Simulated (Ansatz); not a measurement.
Ansatz (a program for electronic structure) input (CCSD(T)/aug-cc-pVDZ):

Ansatz 0.2 input:
```yaml
crystal:
  periodic: [false, false, false]
  atoms:
    - {symbol: C, position_ang: [-2.35229066, 0.15152408, -0.52193660]}
    - {symbol: C, position_ang: [-1.81991150, -0.45058416, 0.59518692]}
    - {symbol: C, position_ang: [-0.46955018, -0.54387159, 0.90590064]}
    - {symbol: Ge, position_ang: [0.98593399, 0.16089782, -0.17605235]}
    - {symbol: H, position_ang: [-3.41972004, 0.18037773, -0.68857412]}
    - {symbol: H, position_ang: [-1.72457348, 0.61648988, -1.27184308]}
    - {symbol: H, position_ang: [-2.52363346, -0.89285884, 1.29692071]}
    - {symbol: H, position_ang: [-0.19963793, -1.05004204, 1.82574228]}
    - {symbol: H, position_ang: [2.31583516, -0.15670540, 0.52709510]}
    - {symbol: H, position_ang: [0.85947140, 1.68694035, -0.35078132]}
    - {symbol: H, position_ang: [0.99288465, -0.47534203, -1.57978998]}
basis:
  gaussian:
    orbitals: aug-cc-pVDZ
magnetization: {spin_polarized: true, initial_magnetization: 1}
correlation: {method: ccsd_t, electrons: outside_noble_gas}
```

Output:

```
Functional definition: HF
integrals: 1.02 GiB planned
1711 factors; integrals over basis functions are off by at most 8.2e-4 eV
1.29 GiB of device memory are held for the factors and their scratch space
mean field: 1.09 GiB planned
mean field evaluation 1: about -59669.9493 eV, gradient 2.3e1 eV
mean field evaluation 2: about -59669.9493 eV, gradient 2.3e1 eV
mean field evaluation 4: about -59673.5873 eV, gradient 3.3e0 eV
mean field evaluation 8: about -59673.8331 eV, gradient 1.2e-1 eV
mean field evaluation 16: about -59673.5879 eV, gradient 3.3e0 eV
mean field -59673.83332285 eV, -2192.9729262377 hartree, gradient 2.8e-6 eV, S^2 0.948285; 0 other end points of the search recorded, 0 dependent functions left out
17 core orbitals not correlated
reference -59673.83332285 eV, -2192.9729262377 hartree; 12, 11 occupied and 139, 140 virtual orbitals, 1711 factors
second order -13.24789859 eV of doubles, -0.00000000 eV of singles
coupled cluster: 4.46 GiB planned
cycle   1  -14.38440195 eV  change    -1.1e0 eV  update   1.0e-1
cycle   2  -14.94747838 eV  change   -5.6e-1 eV  update   4.2e-2
cycle   3  -15.07298367 eV  change   -1.3e-1 eV  update   2.5e-2
cycle   4  -15.08771390 eV  change   -1.5e-2 eV  update   1.3e-2
cycle   5  -15.09007831 eV  change   -2.4e-3 eV  update   3.6e-3
cycle   6  -15.09170713 eV  change   -1.6e-3 eV  update   1.3e-3
cycle   7  -15.09215426 eV  change   -4.5e-4 eV  update   4.5e-4
cycle   8  -15.09225340 eV  change   -9.9e-5 eV  update   2.0e-4
cycle   9  -15.09225067 eV  change    2.7e-6 eV  update   1.1e-4
cycle  10  -15.09225031 eV  change    3.6e-7 eV  update   6.7e-5
cycle  11  -15.09226566 eV  change   -1.5e-5 eV  update   3.6e-5
cycle  12  -15.09226300 eV  change    2.7e-6 eV  update   1.7e-5
coupled cluster: 4.46 GiB planned
perturbative correction -0.54481432 eV, -0.0200215570 hartree
Total energy: -59689.47040017 eV, -2193.5475782299 hartree
```

It need not be the lowest isomer of its formula.

The determinant is spin-contaminated: <S^2> is 0.95 against 0.75 for a pure state.
